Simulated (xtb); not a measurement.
C2Cl4, singlet, geometry from GFN2-xTB; GFN2-xTB (xtb).

Here is a job for xtb.
```
$ xtb mol.xyz --gfn 2 --json

# file mol.xyz
6

C      0.00305246     0.00262455     0.66926011
C     -0.00305246    -0.00262455    -0.66926011
Cl     0.00298418     1.45814059     1.57060993
Cl     0.01139454    -1.44577756     1.58195950
Cl    -0.00298418    -1.45814059    -1.57060993
Cl    -0.01139454     1.44577756    -1.58195950
```

What does xtb print? Leave out banner, timings and long lists.


```
   ID    Z sym.   atoms
    1    6 C      1, 2
    2   17 Cl     3-6

           -------------------------------------------------
          |                Calculation Setup                |
           -------------------------------------------------

           -------------------------------------------------
          |                 G F N 2 - x T B                 |
           -------------------------------------------------

          ...................................................
          :                      SETUP                      :
          :.................................................:
          :  # basis functions                  48          :
          :  # atomic orbitals                  44          :
          :  # shells                           16          :
          :  # electrons                        36          :
          :  max. iterations                   250          :
          :  Hamiltonian                  GFN2-xTB          :
          :  restarted?                      false          :
          :  GBSA solvation                  false          :
          :  PC potential                    false          :
          :  electronic temp.          300.0000000     K    :
          :  accuracy                    1.0000000          :
          :  -> integral cutoff          0.2500000E+02      :
          :  -> integral neglect         0.1000000E-07      :
          :  -> SCF convergence          0.1000000E-05 Eh   :
          :  -> wf. convergence          0.1000000E-03 e    :
          :  Broyden damping             0.4000000          :
          :  net charge                          0          :
          :  unpaired electrons                  0          :
          ...................................................

 iter      E             dE          RMSdq      gap      omega  full diag
   1    -22.4961197 -0.224961E+02  0.560E+00    4.22       0.0  T
   2    -22.5221427 -0.260229E-01  0.325E+00    3.56       1.0  T
   3    -22.5241917 -0.204905E-02  0.163E+00    3.87       1.0  T
   4    -22.5268100 -0.261829E-02  0.113E-01    3.70       1.0  T
   5    -22.5268139 -0.392012E-05  0.719E-02    3.72       1.0  T
   6    -22.5268257 -0.117348E-04  0.161E-02    3.71       2.5  T
   7    -22.5268258 -0.129391E-06  0.148E-03    3.71      27.6  T
   8    -22.5268258 -0.411238E-08  0.628E-04    3.71      65.0  T
   9    -22.5268258 -0.314781E-09  0.141E-04    3.71     289.6  T

   *** convergence criteria satisfied after 9 iterations ***

         :::::::::::::::::::::::::::::::::::::::::::::::::::::
         ::                     SUMMARY                     ::
         :::::::::::::::::::::::::::::::::::::::::::::::::::::
         :: total energy             -22.454162211475 Eh    ::
         :: gradient norm              0.000020334361 Eh/a0 ::
         :: HOMO-LUMO gap              3.713243531790 eV    ::
         ::.................................................::
         :: SCC energy               -22.526823311887 Eh    ::
         :: -> isotropic ES            0.008561870000 Eh    ::
         :: -> anisotropic ES          0.001803374716 Eh    ::
         :: -> anisotropic XC          0.001965989200 Eh    ::
         :: -> dispersion             -0.007520327759 Eh    ::
         :: repulsion energy           0.072661100412 Eh    ::
         :: add. restraining           0.000000000000 Eh    ::
         :: total charge               0.000000000000 e     ::
         :::::::::::::::::::::::::::::::::::::::::::::::::::::

           -------------------------------------------------
          |                Property Printout                |
           -------------------------------------------------

    * Orbital Energies and Occupations

         #    Occupation            Energy/Eh            Energy/eV
      -------------------------------------------------------------
         1        2.0000           -1.0935322             -29.7565
       ...           ...                  ...                  ...
         6        2.0000           -0.6185548             -16.8317
         7        2.0000           -0.5844733             -15.9043
         8        2.0000           -0.5708223             -15.5329
         9        2.0000           -0.5612649             -15.2728
        10        2.0000           -0.5298267             -14.4173
        11        2.0000           -0.4970444             -13.5253
        12        2.0000           -0.4678103             -12.7298
        13        2.0000           -0.4669794             -12.7072
        14        2.0000           -0.4647045             -12.6453
        15        2.0000           -0.4644061             -12.6371
        16        2.0000           -0.4615919             -12.5606
        17        2.0000           -0.4506977             -12.2641
        18        2.0000           -0.4163895             -11.3305 (HOMO)
        19                         -0.2799303              -7.6173 (LUMO)
        20                         -0.2291319              -6.2350
        21                         -0.1912321              -5.2037
        22                         -0.1905239              -5.1844
        23                         -0.1085382              -2.9535
        24                         -0.0346500              -0.9429
        25                         -0.0242560              -0.6600
        26                         -0.0240675              -0.6549
        27                         -0.0228816              -0.6226
        28                         -0.0220330              -0.5995
        29                         -0.0219519              -0.5973
       ...                                ...                  ...
        44                          0.5096121              13.8673
      -------------------------------------------------------------
                  HL-Gap            0.1364592 Eh            3.7132 eV
             Fermi-level           -0.3481599 Eh           -9.4739 eV

     #   Z          covCN         q      C6AA      α(0)
     1   6 C        2.858     0.130    25.147     8.219
     2   6 C        2.858     0.130    25.147     8.219
     3  17 Cl       1.100    -0.065   101.207    15.391
     4  17 Cl       1.100    -0.065   101.207    15.391
     5  17 Cl       1.100    -0.065   101.207    15.391
     6  17 Cl       1.100    -0.065   101.207    15.391

 Mol. C6AA /au·bohr⁶  :       2526.261608
 Mol. C8AA /au·bohr⁸  :      98483.913960
 Mol. α(0) /au        :         78.003381

Wiberg/Mayer (AO) data.
largest (>0.10) Wiberg bond orders for each atom

 ---------------------------------------------------------------------------
     #   Z sym  total        # sym  WBO       # sym  WBO       # sym  WBO
 ---------------------------------------------------------------------------
     1   6 C    3.891 --     2 C    1.679     4 Cl   1.021     3 Cl   1.021
     2   6 C    3.891 --     1 C    1.679     6 Cl   1.021     5 Cl   1.021
     3  17 Cl   1.206 --     1 C    1.021
     4  17 Cl   1.206 --     1 C    1.021
     5  17 Cl   1.206 --     2 C    1.021
     6  17 Cl   1.206 --     2 C    1.021
 ---------------------------------------------------------------------------

Topologies differ in total number of bonds
Writing topology from bond orders to xtbtopo.mol

molecular dipole:
                 x           y           z       tot (Debye)
 q only:        0.000      -0.000       0.000
   full:        0.000      -0.000       0.000       0.000
molecular quadrupole (traceless):
                xx          xy          yy          xz          yz          zz
 q only:        1.927       0.008      -1.013      -0.013       0.000      -0.913
  q+dip:        1.917       0.010      -1.523      -0.011       0.004      -0.394
   full:        1.238       0.003       0.040      -0.011      -0.005      -1.278

           -------------------------------------------------
          | TOTAL ENERGY              -22.454162211475 Eh   |
          | GRADIENT NORM               0.000020334361 Eh/α |
          | HOMO-LUMO GAP               3.713243531790 eV   |
           -------------------------------------------------

normal termination of xtb
```
